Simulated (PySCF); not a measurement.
FH₇OSi₃, SMILES [Si@H](F)([SiH2]O)[SiH3].

The structure is a stationary point at PBE0-D3(BJ)/def2-SVP. The structure was generated by enumeration; whether it is a known compound was not checked. Other conformers were not sampled.

Two levels are set side by side: PBE/def2-TZVP (PySCF) and PBE0/def2-TZVP (PySCF). Same geometry, gas phase. Differences are taken from unrounded values.

| quantity | PBE |
|---|---|
| orbital gap (eV) | 4.55 |
| highest occupied level (eV) | -6.61 |
| lowest empty level (eV) | -2.06 |
| dipole moment (D) | 2.19 |
| mean polarisability (bohr³) | 91.4 |

Task: These are the PBE values. What does PBE0 give? (An estimate is asked for; the answer gives what the named calculation found.)

Result: 
| quantity | PBE0 | PBE minus PBE0 |
|---|---|---|
| orbital gap (eV) | 6.52 | -1.97 |
| highest occupied level (eV) | -7.73 | 1.12 |
| lowest empty level (eV) | -1.21 | -0.85 |
| dipole moment (D) | 2.28 | -0.09 |
| mean polarisability (bohr³) | 87.7 | 3.8 |

Without exact exchange PBE keeps part of each electron's self-repulsion, which lifts occupied levels and narrows the gap. PBE's more diffuse valence density responds more strongly to a field. Differences between two approximate levels are no errors against the true value.

Rough cost on one machine, each run with all the roots and properties that it gave: PBE0 against PBE within a factor of 2.
